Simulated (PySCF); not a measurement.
Point-charge models of `C[C@@H]1C[Si@](P)(O[SiH3])O1` against its computed dipole.

Coordinates (GFN2-xTB, Å) and charges (e) from the PBE0/pcSseg-1 density (PySCF):

```csv
atom,x,y,z,Mulliken,IAO,Hirshfeld,ESP-fitted
C1,-2.604,-0.947,-0.353,-0.2023,-0.4267,-0.1225,-0.5897
C2,-1.919,0.280,0.207,-0.0241,+0.1067,+0.0471,+0.6228
C3,-1.087,1.063,-0.809,-0.5000,-0.5941,-0.1801,-0.7465
Si4,0.358,0.586,0.330,+1.0190,+1.2650,+0.4364,+1.0535
P5,1.418,2.123,1.569,-0.2386,-0.1320,-0.0210,-0.4449
O6,1.374,-0.501,-0.310,-0.7123,-0.8725,-0.3015,-0.5724
Si7,2.810,-1.257,-0.416,+0.7315,+0.8842,+0.3956,+0.6288
O8,-0.897,-0.105,1.145,-0.5871,-0.6838,-0.2605,-0.6183
H9,-3.367,-0.652,-1.070,+0.1120,+0.1422,+0.0445,+0.1395
H10,-1.865,-1.575,-0.846,+0.1089,+0.1430,+0.0426,+0.1633
H11,-3.066,-1.517,0.449,+0.1249,+0.1507,+0.0449,+0.1530
H12,-2.630,0.911,0.748,+0.1198,+0.1351,+0.0391,-0.0167
H13,-1.350,2.113,-0.869,+0.1434,+0.1552,+0.0386,+0.1584
H14,-1.103,0.628,-1.802,+0.1371,+0.1518,+0.0409,+0.1852
H15,1.813,1.184,2.506,+0.0661,+0.0071,-0.0021,+0.1429
H16,2.599,2.001,0.858,+0.0491,-0.0062,-0.0100,+0.1208
H17,3.515,-0.603,-1.517,-0.1181,-0.1442,-0.0797,-0.1341
H18,2.470,-2.650,-0.679,-0.1090,-0.1330,-0.0729,-0.0987
H19,3.520,-1.074,0.850,-0.1203,-0.1486,-0.0802,-0.1468
```

Form Σ q r in debye for every column and set it beside the full dipole.

The full density gives (0.79, -0.32, -1.43) D, 1.66 D in size; dipole vectors point from the negative to the positive end.

```tsv
scheme	μx	μy	μz	size (D)	share of the full size (%)	angle to the full dipole (°)
Mulliken	1.27	-0.13	-1.93	2.31	139	9
IAO	2.00	1.22	-1.61	2.84	171	42
Hirshfeld	0.69	0.54	-0.54	1.03	62	48
ESP-fitted	0.75	-0.29	-1.42	1.64	99	1
```

Which set comes closest?

Length of the difference vector: ESP-fitted 0.05 D, Mulliken 0.72 D, Hirshfeld 1.24 D, IAO 1.96 D. Closest: ESP-fitted. ESP charges are fitted to the potential around the molecule, whose slowest-falling term is the dipole's. The schemes that divide the density aren't constrained to reproduce the dipole.

What is left for the Hirshfeld atoms' own dipoles?

The Hirshfeld atoms' densities add up to the full density, so μ = Σ q r + Σ (atomic dipoles). The atomic dipoles sum to (0.79, -0.32, -1.43) − (0.69, 0.54, -0.54) = (0.10, -0.86, -0.89) D, 1.24 D in size.

With the origin at the mean of the coordinates, (-0.001, 0.000, 0.000) Å, which are the largest single terms, by size, of the Mulliken dipole along the direction of the full one?

Si7 +6.80, O8 +3.92, O6 -3.48, H17 -1.75, P5 +1.23 D; all 19 atoms together +2.29 D. The single terms depend on the origin, their sum doesn't.

Give the size of the full dipole in other units.

1.66 D = 0.654 au = 0.346 e·Å = 5.54 × 10⁻³⁰ C·m.

Geometry: GFN2-xTB, one conformer, isolated molecule. GFN2-xTB frequencies show an imaginary mode (37i cm⁻¹), so this geometry is no minimum at that level.

Conformer computed: `[CH3:1][C@@H:2]1[CH2:3][Si@:4]([PH2:5])([O:6][SiH3:7])[O:8]1`: C3–Si4–O6–Si7 159°, H–P5–Si4–C3 154°, H–P5–Si4–C3 -113°.
